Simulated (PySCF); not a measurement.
Worked example for trifluoroacetic acid: ionisation energy to the radical cation

Structure: `O=C(O)C(F)(F)F` (C2HF3O2).

Energies: ωB97X-D3(BJ)/ma-def2-TZVP (PySCF, density fitting, integration grid level 2) on PBE0-D3(BJ)/def2-SVP structures. The prefix ma- adds one diffuse s and one diffuse p function on all atoms but H. ωB97X-D3(BJ) is ωB97X-V with D3(BJ) in place of VV10. Zero-point energies come from unscaled PBE0-D3(BJ)/def2-SVP harmonic frequencies.

```
         state       structure       E / Eh
        parent          parent  -527.103202
radical cation          parent  -526.663882
radical cation  radical cation  -526.677978
        parent  radical cation  -527.072616
```

Zero-point energy of the radical cation less that of the parent: -0.069 eV. 1 Eh = 27.2114 eV.

**Question.** Work out the vertical and adiabatic ionisation energy.

**Answer.** Vertical: (-526.663882) − (-527.103202) = 0.439320 Eh = 11.95 eV. Adiabatic: 0.425224 Eh = 11.571 eV, and 11.50 eV with zero-point energy.

**Question.** And the inner reorganisation energy of self-exchange?

**Answer.** The radical cation relaxes by 383.6 meV and the parent by 832.3 meV, so λ = 1216 meV.
